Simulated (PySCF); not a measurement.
**Basis and Hamiltonian dependence of the excitation energy of Ge²⁺**

Ge²⁺ [Ar] 3d10 4s2 (1S) → Ge²⁺ [Ar] 3d10 4s1 4p1, s spin flipped. All values are computed (PySCF 2.14, energy differences of UHF-based or UKS calculations, no spin-orbit coupling). Values in eV.

| basis | Hamiltonian | functions | UHF | LDA | PBE0 | MP2 (valence) |
| --- | --- | --- | --- | --- | --- | --- |
| aug-cc-pVDZ-PP with ECP10MDF | ECP | 32 | 8.998 | 9.527 | 9.218 | 9.050 |
| aug-cc-pwCVDZ-PP with ECP10MDF | ECP | 48 | 8.990 | 9.505 | 9.198 | 9.047 |
| aug-cc-pVTZ-PP with ECP10MDF | ECP | 55 | 8.958 | 9.495 | 9.187 | 8.997 |
| aug-cc-pVTZ-DK | spin-free X2C | 59 | 8.963 | 9.426 | 9.183 | 8.997 |
| cc-pVQZ-DK | spin-free X2C | 68 | 8.953 | 9.427 | 9.176 | 8.991 |
| aug-cc-pVQZ-PP with ECP10MDF | ECP | 89 | 8.953 | 9.491 | 9.179 | 8.989 |
| aug-cc-pVQZ-PP with one added diffuse shell each of s, p, d, f, g type with ECP10MDF | ECP | 114 | 8.953 | 9.491 | 9.179 | 8.989 |

Frozen in the all-electron rows: valence: [Ar] 3d10; with a core potential, the same shells as far as they lie outside it.

In the upper determinant the s electron has its spin opposite to the other open shell, which mixes two multiplicities.
